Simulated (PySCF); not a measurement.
Compound: C4H11Al2NO2.
Atom-mapped SMILES: `[CH3:1][O+:2]1[AlH2-:3][O+:4]([CH3:5])[AlH-:6]1[CH2:7][C:8]#[N:9]` (hydrogens: H10, H11, H12 on C1; H13, H14 on Al3; H15, H16, H17 on C5; H18 on Al6; H19, H20 on C7)

Cartesian coordinates in Å at the PBE0-D3(BJ)/def2-SVP level; atoms count from 1:
```
atom  x, y, z in Å
C1    -1.8636   -2.1756   -0.1670
O2    -1.1767   -0.9433   -0.1410
Al3   -1.7845    0.7643   -0.6183
O4    -0.1292    1.2050    0.1206
C5     0.4644    2.4885    0.2535
Al6    0.4403   -0.4756    0.6340
C7     1.9663   -1.0451   -0.5203
C8     2.9295    0.0251   -0.4581
N9     3.6308    0.9455   -0.3536
H10   -2.4975   -2.2904    0.7268
H11   -1.1470   -3.0106   -0.2023
H12   -2.4988   -2.2358   -1.0640
H13   -1.7960    0.9601   -2.1961
H14   -3.0061    1.2161    0.2938
H15    1.5595    2.4024    0.2178
H16    0.1418    3.1329   -0.5784
H17    0.1599    2.9516    1.2048
H18    0.5051   -0.7286    2.1959
H19    1.6277   -1.1846   -1.5596
H20    2.4210   -1.9856   -0.1706
```

Level: PBE0/pcSseg-1 in PySCF, non-relativistic, on one gas-phase PBE0-D3(BJ)/def2-SVP geometry that isn't relaxed in the solvent. The solvent is an IEF-PCM continuum (Bondi radii, 1.10 Å for H, scaled by 1.2). The model holds no explicit solvent molecules, cavitation or dispersion.

| run | E − E(gas) (kJ/mol) | HOMO (eV) | HOMO–LUMO gap (eV) | dipole (D) |
| --- | --- | --- | --- | --- |
| gas | 0.00 | -7.76 | 7.27 | 4.34 |
| P | -39.87 | -7.69 | 7.58 | 5.40 |
| Q | -34.69 | -7.69 | 7.55 | 5.26 |

Question: The runs were made in chloroform and tetrahydrofuran. Which run belongs to which solvent?

Answer: P = tetrahydrofuran, Q = chloroform. The dielectric constants are 4.711 (chloroform), 7.426 (tetrahydrofuran), and the energy falls further as ε rises. In this model the ground state sees the solvent through ε alone.

Question: How constant is the ratio of the lowering to (ε − 1)/(2ε + 1)?

Answer: 
```json
{"solvent": "chloroform", "(ε − 1)/(2ε + 1)": "0.356", "E − E(gas) (kJ/mol)": "-34.69", "ratio (kJ/mol)": "-97.4", "polarisation term (kJ/mol)": "-39.61"}
{"solvent": "tetrahydrofuran", "(ε − 1)/(2ε + 1)": "0.405", "E − E(gas) (kJ/mol)": "-39.87", "ratio (kJ/mol)": "-98.4", "polarisation term (kJ/mol)": "-46.43"}
```

The ratio changes by +0.9 % in size from chloroform to tetrahydrofuran. The polarisation term is half the interaction of the solute with the induced surface charges.

On an Intel Xeon at 2.50 GHz with one thread, shared host with 64 logical CPUs at a one-minute load of 62, this took 1.8 min wall and 1.3 GiB of memory at its peak. This is the whole shielding run at PBE0/pcSseg-1 in tetrahydrofuran, SCF included.
